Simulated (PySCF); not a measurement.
C6H7O2 (doublet state).
Z-matrix (Å and degrees, GFN2-xTB geometry), rows numbered from 1:
```
C 
O   1  1.4078
C   2  1.3575  1  114.89
C   3  1.3387  2  125.60  1   -16.94
O   4  1.3316  3  123.24  2   169.85
C   5  1.3669  4  116.66  3   -13.79
C   6  1.3302  5  121.99  4    23.86
C   7  1.5033  6  121.01  5    -1.74
H   1  1.0879  2  106.64  3   175.32
H   1  1.0942  2  111.01  3   -64.78
H   1  1.0945  2  110.08  3    55.37
H   6  1.0786  5  112.91  4  -158.50
H   7  1.0772  6  120.62  5   177.20
H   8  1.0926  3  107.82  2   -31.82
H   8  1.0978  3  113.04  2    86.55
```

The hyperfine couplings belong to this conformer and change with its torsions.

The species is `COC1=[C]OC=CC1` [radical].

Computed with UKS B3LYP, pcH-1 on C H O, non-relativistic, mean-field spin-orbit, GIAO in PySCF 2.14.0. The structure is a single GFN2-xTB conformer in the gas phase; no vibrational or solvent corrections. A GFN2-xTB geometry isn't a minimum of the functional, and hyperfine couplings can be far from their values at a DFT geometry. No stability test was run, so a lower SCF solution isn't excluded.

(1) The isotropic 13C couplings are +418.3, +23.9, +15.0, +11.2, +4.2 MHz. Assign them to C1; C3; C4; C6; C8.

(2) Match the computed a_iso(17O) values -97.6, -9.1 MHz with the sites O2; O5.

(3) Match the computed a_iso(1H) values +29.8, +9.0, +5.9, -1.3 MHz (means over equivalent nuclei) with the sites H9/H10/H11; H12; H13; H14/H15.

Answers

(1) 
```
site  a_iso (MHz)  ρ(0) (bohr⁻³)                 position  distance from C4 (Å)  spin population  largest |T| (MHz)
  C1         +4.2        +0.0037          3 bonds from C4                  2.76            +0.01                2.0
  C3        +23.9        +0.0212           1 bond from C4                  1.34            +0.02               29.9
  C4       +418.3        +0.3721  largest spin population                  0.00            +0.79              120.0
  C6        +11.2        +0.0099          2 bonds from C4                  2.30            +0.01                9.0
  C8        +15.0        +0.0134          2 bonds from C4                  2.46            +0.03                9.4
```

(2) 
```
site  a_iso (MHz)  ρ(0) (bohr⁻³)         position  distance from C4 (Å)  spin population  largest |T| (MHz)
  O2         -9.1        +0.0150  2 bonds from C4                  2.40            +0.02               10.6
  O5        -97.6        +0.1610   1 bond from C4                  1.33            +0.06               32.4
```

(3) 
```csv
site,a_iso (MHz),ρ(0) (bohr⁻³),position,distance from C4 (Å),bound to,spin population there,largest |T| (MHz)
H9/H10/H11,+5.9,+0.0013,4 bonds from C4,3.09,C1,+0.01,5.9
H12,-1.3,-0.0003,3 bonds from C4,3.21,C6,+0.01,5.0
H13,+9.0,+0.0020,4 bonds from C4,3.78,C7,+0.03,4.0
H14/H15,+29.8,+0.0067,3 bonds from C4,3.15,C8,+0.03,5.1
```

ρ(0) is the spin density at the nucleus and T the dipolar tensor; entries for several nuclei are means. The largest Mulliken spin population is on C4 (+0.79).

Means are taken over nuclei equivalent by connectivity, which assumes that they swap fast. The three 1H nuclei of mean +5.9 MHz run from -1.4 to 15.9 MHz in the frozen geometry. The 1H value of +29.8 MHz is a mean of couplings from 13.5 to 46.2 MHz in this one geometry, not an average over conformers.
